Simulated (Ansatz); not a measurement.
Saddle point of SiH6Cl2O2, singlet (SiH₂Cl₂ ([Cl][SiH2][Cl]) + H₂O + H₂O → SiH₃ClO ([OH][SiH2][Cl]) + HCl + H₂O; bonds formed: Cl2–H8, H6–O9; bonds broken: Si1–Cl2, H6–O7, H8–O9), PBE0-D4/def2-TZVP structure:

```csv
atom,x (Å),y (Å),z (Å)
Si1,-0.2598,1.3243,-0.4168
Cl2,-0.7555,-0.6859,-1.7727
H3,0.6430,1.6581,-1.5224
H4,-1.7132,1.5146,-0.4431
Cl5,0.2285,2.9935,0.8599
H6,0.4623,-1.0540,0.6429
O7,0.3391,0.2093,0.7605
H8,0.0211,-1.8636,-0.6413
O9,0.4694,-2.1222,0.2687
H10,0.7242,0.6898,1.5036
H11,-0.1591,-2.6640,0.7607
```

Energies are electronic, without zero-point energy. Barriers and step energies count from the start structure reached by relaxing down the imaginary mode; all methods use the PBE0-D4 structures, on which another method's saddle can fall below an end. Ansatz 0.2.0; basis: def2-TZVPP, with def2-QZVPP for the basis limit; cores frozen in the correlated methods. B3LYP uses VWN-RPA correlation. Extrapolation: Hartree–Fock as exp(−7.88 √X), correlation as X^−2.97.

```tsv
method	barrier (kcal/mol)	step energy (kcal/mol)
SPW92	-1.54	3.16
PBE-D4	0.51	-5.04
BLYP-D4	?	-9.37
r2SCAN-D4	0.76	-5.90
B97M-V	3.19	-8.77
PBE0-D4	1.57	-5.35
B3LYP-D4	?	-9.19
r2SCAN0-D4	1.63	-5.83
BHLYP-D4	?	-9.74
CAM-B3LYP-D4	1.81	-8.73
wB97X-V	2.45	-8.00
wB97M-V	2.68	-6.76
B2PLYP	2.13	-9.95
PBE-QIDH	2.29	-6.39
RPA on PBE	2.64	-11.43
HF	5.63	-17.26
MP2	2.25	-8.48
CCSD	3.39	-11.15
CCSD(T)	2.82	-9.84
```

Question: Fill in the withheld barriers. (An estimate is asked for; the value comes from the calculation.)

Answer: By the calculation: BLYP-D4 0.92; BHLYP-D4 3.01; B3LYP-D4 1.70 kcal/mol. Each is the energy of the saddle less that of the start structure, by the same method.

For comparison, the barrier by CCSD(T) at an estimated basis limit (MP2 extrapolated from triple and quadruple zeta, plus CCSD(T) − MP2 in triple zeta) is 2.98 kcal/mol.

The T1 diagnostic stays at or below 0.010.

The step is the kind of ligand exchange by which a precursor binds to a hydroxyl group, or is hydrolysed, in atomic layer deposition of oxides.

Labels in which every atom is bracketed show which atoms are joined, not bond orders.

For scale, one of the runs: CCSD(T)/def2-TZVPP, 272 basis functions, launched by `ansatz run in.yaml --threads 8 --pin off --events-out ev --progress --plain --max-ram 19148MiB`. The run took 2.7 min on 8 CPU threads of an Intel Xeon (shared host), with 7 GiB of host memory at its peak.
